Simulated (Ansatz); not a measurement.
System: sum formula H$_{3}$SiO$_{3}$, net charge -1, singlet state. It need not be the lowest isomer of its formula. Whether it binds its extra electron was not tested at this geometry. 
Structure (B3LYP-D3(BJ)/def2-TZVP (Ansatz, an electronic-structure program) minimum search):
SMILES: O[Si-](O)O
```xyz
7

O     -1.2621    -0.6350     0.6160
Si    -0.0459    -0.2307    -0.5855
O     -0.0472     1.5064    -0.3229
O      1.3634    -0.5998     0.3963
H     -0.7908    -0.8451     1.4331
H     -0.6324     1.6766     0.4272
H      1.6334     0.2250     0.8215
```
Charge -1, spin multiplicity 1.

Basis-set convergence of Hartree-Fock and MP2 correlation energies (hartree) with Ansatz. Cores are frozen in the correlated levels unless marked. No spin-orbit coupling. Non-relativistic. This anion needs diffuse functions, which these sets lack.

```tsv
basis	functions	E(HF)	E(corr, MP2)
cc-pV(D+d)Z	80	-515.37547	-0.66590
cc-pV(T+d)Z	171	-515.48475	-0.86311
cc-pV(Q+d)Z	319	-515.51299	-0.93532
cc-pV(5+d)Z	538	(withheld)	(withheld)
```

Q: Some entries are withheld; supply them.

A: 
- cc-pV(5+d)Z, E(HF): -515.52016
- cc-pV(5+d)Z, E(corr, MP2): -0.96561
